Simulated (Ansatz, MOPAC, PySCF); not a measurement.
Dimer: NH3 (SMILES N) (first 4 atoms) with H2S (SMILES S); geometry from B3LYP-D3(BJ)/def2-TZVP, rigid monomers moved along the line of their centres of mass till N1···H7 is 1.94 Å.
(charge 0, multiplicity 1):
```xyz
7

N      0.0062     0.1635     0.3251
H     -0.7772    -0.4607     0.1701
H     -0.1930     1.0317    -0.1588
H      0.8211    -0.2526    -0.1111
S      0.6277     0.7742     3.5011
H     -0.3436    -0.0357     3.9510
H      0.3495     0.5049     2.1997
```

Interaction energies are E(AB) − E(A) − E(B) at the monomers' geometry in the complex; basis-set methods are counterpoise corrected. Rows marked so take none.

Cores are frozen in the correlated methods. CBS(a, b) extrapolates the correlation energy as X⁻³ and adds the Hartree–Fock energy of set b. Rows in 3-21G, 6-31G* carry no dispersion term and start afresh at each structure (6-31G* with six Cartesian d functions). The state that AM1 reach isn't checked.

The values were computed with Ansatz (Gaussian orbitals); MOPAC for AM1 (differences of heats of formation); PySCF for 3-21G rows, 6-31G* rows, the dispersion terms. 

```tsv
level	interaction energy (kcal/mol)
AM1	0.38
HF/3-21G (no counterpoise)	-6.93
HF/6-31G*	-0.93
PBE/def2-TZVPPD	-3.66
B3LYP/def2-TZVPPD	-2.01
PBE0-D3(BJ)/def2-TZVPPD	-4.03
M06-2X/6-31G* (no counterpoise)	-5.91
wB97M-V/def2-TZVPPD	-2.51
CCSD(T)/CBS(aug-cc-pV(D+d)Z, aug-cc-pV(T+d)Z)	(withheld)
```

**Question.** Complete the blanks.

**Answer.** 
- CCSD(T)/CBS(aug-cc-pV(D+d)Z, aug-cc-pV(T+d)Z), interaction energy (kcal/mol): -2.72

Ansatz is an electronic-structure program.
